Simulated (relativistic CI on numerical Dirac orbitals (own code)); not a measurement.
How well does a small relativistic CI reproduce N³⁺?

Calculated at this level of theory: Dirac-Coulomb-Breit CI, separate exchange-only KLI orbitals for each configuration, a model potential for QED, valence Slater integrals scaled by 0.85, P86 correlation estimate, and configurations built on the next ion tied to the tabulated ionisation energy (semi-empirical) (own radial code, finite nucleus).

Configuration list (outside the closed core 1s2): 2s², 2s3s, 2s3p, 2s2p, 2s3d, 2s4s, 2p², 2p3s, 2p3p, 2s4p, 2s4d, 2s4f, 3s², 3s3p, 3p². Levels of other configurations are missing.

| Configuration | Term (tabulated) | J | Measured (cm⁻¹) | Computed | Error | Purity (%) |
| --- | --- | --- | --- | --- | --- | --- |
| 2s² | 1S | 0 | 0.0 | 0 | 0 | 94 |
| 2s2p | 3P° | 0 | 67209.2 | 68926 | 1716 | 100 |
| 2s2p | 3P° | 1 | 67272.3 | 68986 | 1714 | 100 |
| 2s2p | 3P° | 2 | 67416.3 | 69127 | 1711 | 100 |
| 2s2p | 1P° | 1 | 130693.9 | 131390 | 696 | 100 |
| 2p² | 3P | 0 | 175535.4 | 177280 | 1744 | 100 |
| 2p² | 3P | 1 | 175608.1 | 177350 | 1742 | 100 |
| 2p² | 3P | 2 | 175732.9 | 177468 | 1735 | 100 |
| 2p² | 1D | 2 | 188882.5 | 192777 | 3894 | 99 |
| 2p² | 1S | 0 | 235369.3 | 235107 | -262 | 94 |
| 2s3s | 3S | 1 | 377284.8 | 377292 | 7 | 98 |
| 2s3s | 1S | 0 | 388854.6 | 387448 | -1406 | 96 |
| 2s3p | 1P° | 1 | 404522.4 | 407089 | 2566 | 91 |
| 2s3p | 3P° | 0 | 405971.6 | 406916 | 945 | 99 |
| 2s3p | 3P° | 1 | 405987.5 | 406927 | 939 | 98 |
| 2s3p | 3P° | 2 | 406022.8 | 406963 | 940 | 99 |
| 2s3d | 3D | 1 | 420045.8 | 420284 | 239 | 99 |
| 2s3d | 3D | 2 | 420049.6 | 420287 | 238 | 99 |
| 2s3d | 1D | 2 | 429159.6 | 429948 | 788 | 98 |
| 2p3s | 3P° | 0 | 465291.8 | 465902 | 610 | 99 |
| 2p3s | 3P° | 1 | 465371.0 | 465980 | 609 | 99 |
| 2p3s | 3P° | 2 | 465536.6 | 466144 | 608 | 99 |
| 2p3s | 1P° | 1 | 473029.3 | 473927 | 898 | 88 |
| 2p3p | 1P | 1 | 480884.2 | 482391 | 1507 | 100 |
| 2p3p | 3D | 2 | 484594.9 | 485768 | 1173 | 99 |
| 2p3p | 3D | 3 | 484746.2 | 485918 | 1172 | 99 |
| 2p3p | 3P | 0 | 494253.1 | 493722 | -531 | 100 |
| 2p3p | 3P | 1 | 494309.2 | 493775 | -534 | 100 |
| 2p3p | 3P | 2 | 494402.0 | 493864 | -538 | 100 |
| 2s4s | 1S | 0 | 495057.7 | 495216 | 159 | 79 |
| 2p3p | 1D | 2 | 499705.9 | 500732 | 1027 | 99 |
| 2s4p | 3P° | 2 | 503680.4 | 506924 | 3244 | 100 |
| 2s4p | 3P° | 1 | 503691.9 | 506910 | 3219 | 100 |
| 2s4p | 3P° | 0 | 503699.8 | 506904 | 3205 | 100 |
| 2s4p | 1P° | 1 | 507027.9 | 510283 | 3255 | 95 |
| 2s4d | 1D | 2 | 514647.7 | 515955 | 1307 | 99 |
| 2p3p | 1S | 0 | 515569.8 | 519756 | 4186 | 75 |
| 2s4f | 3F° | 2 | 516552.6 | 514971 | -1581 | 100 |
| 2s4f | 3F° | 3 | 516560.8 | 514972 | -1589 | 100 |
| 2s4f | 3F° | 4 | 516572.0 | 514972 | -1600 | 100 |
| 2s4f | 1F° | 3 | 521862.8 | 515218 | -6645 | 100 |

Measured levels from Moore, Selected Tables of Atomic Spectra, NSRDS-NBS 3, section 4; pairs were made by configuration, J and term (by order where the table uses no LS term), so strongly mixed levels may be paired wrongly.

Mean error by configuration (cm⁻¹): 2s2p 1459; 2p² 1771; 2s3s -700; 2s3p 1348; 2s3d 422; 2p3s 681; 2p3p 933; 2s4s 159; 2s4p 3231; 2s4d 1307; 2s4f -2854. Over the excited levels the mean absolute error is 1562 cm⁻¹ (40 of the 50 excited levels that our extract of the source holds in range could be paired, and the others can miss by more), and the median relative error of those above 1,000 cm⁻¹ is 0.28 %.
